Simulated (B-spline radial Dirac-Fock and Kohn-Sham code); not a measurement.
## Atomic osmium: differential elastic cross section for electrons at 195 eV

Level of theory: relativistic (Dirac) partial waves in the static field of the Dirac-Fock atom with Furness-McCarthy exchange, without polarisation or absorption potentials; a radial B-spline solver. Below a few hundred eV the neglected polarisation potential matters, most of all at small angles.

Input of the calculation (task.json; shells as n, l, electrons):

```json
{"items": [{
  "Z": 76,
  "q": 0,
  "cfg": [[1, 0, 2], [2, 0, 2], [2, 1, 6], [3, 0, 2], [3, 1, 6], [3, 2, 10], [4, 0, 2], [4, 1, 6], [4, 2, 10], [4, 3, 14], [5, 0, 2], [5, 1, 6], [5, 2, 6], [6, 0, 2]],
  "A": 192,
  "rrms": 5.4126,
  "do": "elastic",
  "energies": [[195.0, 0]],
  "theta": [5, 10, 15, 20, 25, 30, 35, 40, 45, 50, 55, 60, 65, 70, 75, 80, 85, 90, 95, 100, 105, 110, 115, 120, 125, 130, 135, 140, 145, 150, 155, 160, 165, 170, 175]
}]}
```

Run with: `python xray2_run.py task.json out`

```csv
θ (°),dσ/dΩ (a₀²/sr),Sherman function
5,108,0.002
10,68.1,0.006
15,35.8,0.011
20,16.6,0.019
25,6.64,0.026
30,2.05,0.021
35,0.538,-0.104
40,0.561,-0.197
45,1.09,-0.114
50,1.50,-0.070
55,1.55,-0.046
60,1.28,-0.027
65,0.842,-0.008
70,0.423,0.018
75,0.138,0.066
80,0.0174,0.027
85,0.0181,-0.723
90,0.0701,-0.377
95,0.114,-0.313
100,0.123,-0.316
105,0.105,-0.342
110,0.0825,-0.340
115,0.0772,-0.230
120,0.0924,-0.083
125,0.114,0.002
130,0.120,0.037
135,0.0985,0.047
140,0.0571,0.021
145,0.0240,-0.190
150,0.0374,-0.296
155,0.127,-0.129
160,0.300,-0.065
165,0.528,-0.036
170,0.760,-0.020
175,0.933,-0.009
```

The total elastic cross section is 26.7 a₀², the first transport cross section 3.46 a₀² and the second, weighted with (3/2) sin²θ, 6.08 a₀². The mean deflection is ⟨1 − cos θ⟩ = 0.130, and 3.0 % of the collisions scatter beyond 90°.

On this grid of angles the cross section has minima near 35°, 80°, 115°, 145°, from interference among the few low partial waves with large phase shifts.

Phase shifts modulo π (rad) for κ = −1 to −5: 0.012, 0.825, 1.345, 1.344, 1.409.
